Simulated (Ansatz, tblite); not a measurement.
Cost and result up the ladder for Si(OEt)H3 (C₂H₈OSi) (12 atoms). Charge 0, multiplicity 1. Geometry: r2SCAN-D4/def2-SVP.

```xyz
12

Si    0.537   -1.878   -0.720
O     0.550   -0.245   -0.393
C    -0.466    0.403    0.356
C    -0.129    1.872    0.481
H    -1.449    0.276   -0.144
H    -0.554   -0.058    1.361
H    -0.903    2.402    1.057
H     0.838    2.000    0.991
H    -0.054    2.333   -0.515
H     1.758   -2.159   -1.521
H    -0.685   -2.264   -1.496
H     0.556   -2.682    0.543
```

Ansatz on 4 threads of Intel Xeon on a shared host; xTB runs through tblite on one thread. Times are rough, summed over both states, and most runs start from the orbitals of an earlier one. PBE0-D4/def2-TZVP serves as the yardstick here, not as an exact answer. The other state is a triplet.

The xTB rows come from tblite.

xTB has no spin-polarisation term.

```json
{"level": "GFN2-xTB", "functions": "29", "wall time": "0.028 s", "vertical triplet (eV)": "6.68", "difference from PBE0-D4/def2-TZVP (eV)": "0.11"}
{"level": "GFN1-xTB", "functions": "37", "wall time": "0.04 s", "vertical triplet (eV)": "7.55", "difference from PBE0-D4/def2-TZVP (eV)": "0.98"}
{"level": "PBE-D4/def2-TZVP", "functions": "178", "wall time": "6.7 s", "vertical triplet (eV)": "6.09", "difference from PBE0-D4/def2-TZVP (eV)": "-0.48"}
{"level": "PBE0-D4/def2-TZVP", "functions": "178", "wall time": "12 s", "vertical triplet (eV)": "6.57", "difference from PBE0-D4/def2-TZVP (eV)": "0.00"}
{"level": "r2SCAN-D4/def2-TZVP", "functions": "178", "wall time": "12 s", "vertical triplet (eV)": "6.37", "difference from PBE0-D4/def2-TZVP (eV)": "-0.20"}
```
